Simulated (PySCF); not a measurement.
SrF2, SMILES [F][Sr][F]. The structure is a stationary point at B3LYP-D3(BJ)/def2-TZVP. The isomer is the one that the SMILES or the coordinates give; other isomers of the formula were not compared. The def2 effective core potentials stand for the cores of Sr; spin–orbit coupling is left out.

Q: Give the equilibrium geometry at B3LYP-D3(BJ)/def2-TZVP (PySCF confirms it by a frequency run) as bond lengths and angles, and its point group. (The exact figures need the calculation; the answer reports its results.)

A: point group C2v.
Atoms: Sr1 F2 F3. Bonded distances (Å): Sr1–F2 2.139, Sr1–F3 2.139. Bond angles (°): F2–Sr1–F3 129.8.
